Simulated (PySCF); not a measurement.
Dipole moment (D) of eight silicon and germanium compounds: PBE beside HF, computed with PySCF for isolated molecules in the bases named; differences from unrounded values. The eight are the first of their class met in an unordered collection, after screening for sound electronic states; none was chosen by its value, except that the dipole had to exceed 0.05 D. Each molecule has one DFT geometry for both levels.

```csv
molecule,basis,HF,PBE,difference
"C3H5FOSi, SMILES F[Si@H]1C=CCO1",def2-TZVP,3.03,2.67,-0.36
"CH₈FNOSi₂, SMILES C[Si@H]([Si@H](N)F)O",def2-TZVP,1.39,1.30,-0.09
"C2H7FOSi, SMILES OC[Si@H](C)F",def2-TZVP,3.25,2.94,-0.31
"GeHCl3, SMILES [GeH]([Cl])([Cl])[Cl]",def2-TZVP,1.65,1.40,-0.25
"Si(H)(F)(OH)(OMe) (CH5FO2Si), SMILES CO[SiH](O)F",def2-TZVP,1.82,1.65,-0.17
"Si(Cl)2(F)(OSiH3) (Cl₂FH₃OSi₂), SMILES F[Si](Cl)(Cl)O[SiH3]",def2-TZVP,1.96,1.72,-0.25
"C4H9NSi, SMILES [Si@@H](C=C=C)(N)C",def2-TZVP,0.87,0.93,0.06
"Si(H)2(OMe)(SeH) (CH6OSeSi), SMILES CO[SiH2][SeH]",def2-TZVP,1.72,1.47,-0.25
```

PBE lies below HF in 7 and above it in 1 of the eight; the mean signed difference is -0.20 and the largest -0.36 D.
